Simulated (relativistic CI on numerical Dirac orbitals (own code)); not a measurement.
Pt53+: sensitivity of the levels to the model

Base calculation: Dirac-Coulomb-Breit CI, orbitals from a KLI potential per configuration, model QED (radiative potential, 1s self-energy scaled to tabulated hydrogen-like ionisation energies), unscaled Slater integrals.

Configuration list (outside the closed core [Ne]): 3s2 3p6 3d7, 3s2 3p5 3d8, 3s2 3p4 3d9, 3s 3p6 3d8, 3p6 3d9, 3s 3p5 3d9, 3s2 3p6 3d6 4s, 3s2 3p6 3d6 4p, 3s2 3p4 3d8 4s, 3s2 3p6 3d6 4d, 3s2 3p4 3d8 4p, 3s2 3p5 3d7 4s, 3s2 3p6 3d6 4f, 3s2 3p5 3d7 4p, 3s2 3p6 3d5 4s2, 3s 3p6 3d7 4s. Levels of other configurations are missing.

Variants: (1) valence Slater integrals scaled by 0.9; (2) QED terms removed; (3) one mean potential for all configurations. Shifts of the energy above 3s2 3p6 3d7 4F_9/2, in eV, for the lowest level and the first level of each name with at least 55 % of one term (blank where a level changes its place among those of its configuration and J or its character, or is not in the variant):

```csv
Level,Base,Δ(1),Δ(2),Δ(3)
3s2 3p6 3d7 4F_9/2,0.000,0.000,0.000,0.000
3s2 3p6 3d7 4F_7/2,85.257,+0.412,-0.227,+0.015
3s2 3p6 3d7 4P_5/2,98.573,-0.778,-0.228,+0.012
3s2 3p6 3d7 2H_11/2,101.608,-1.486,-0.226,+0.013
3s2 3p6 3d7 2F_7/2,109.325,-1.931,-0.227,+0.011
3s2 3p6 3d7 2F_5/2,114.060,-2.539,-0.221,+0.008
3s2 3p6 3d7 2D_3/2,133.824,-4.195,-0.223,+0.005
3s2 3p6 3d7 4F_5/2,178.194,-0.026,-0.450,+0.029
3s2 3p6 3d7 2H_9/2,187.795,-1.133,-0.452,+0.028
3s2 3p5 3d8 4G°_11/2,452.675,+2.527,+0.751,-0.169
3s2 3p5 3d8 2D°_5/2,465.494,+1.357,+0.756,-0.167
3s2 3p5 3d8 4F°_9/2,473.811,+0.409,+0.756,-0.164
3s2 3p5 3d8 4G°_9/2,547.216,+1.665,+0.534,-0.167
3s2 3p5 3d8 2H°_11/2,570.514,-0.964,+0.538,-0.167
3s2 3p5 3d8 2G°_9/2,590.393,-2.474,+0.535,-0.164
3s2 3p5 3d8 2F°_5/2,604.196,-3.770,+0.544,-0.162
3s2 3p5 3d8 4D°_1/2,665.763,-1.565,+0.323,-0.160
3s2 3p4 3d9 4F_9/2,947.580,+1.420,+1.531,-0.022
3s2 3p4 3d9 2P_1/2,956.978,+0.776,+1.542,-0.022
```

At this charge energies of transitions that change n are usually good to better than 1 %, and those within a shell (Δn = 0) to a few per cent.

Ionisation energy from the two ground configurations alone: base 5128.21 eV. The NIST ASD value (theoretical) is 5128 eV.

LS names give the leading component of a level, which can be under half, so a name can repeat, a term be missing and a line seem to break the LS rules.
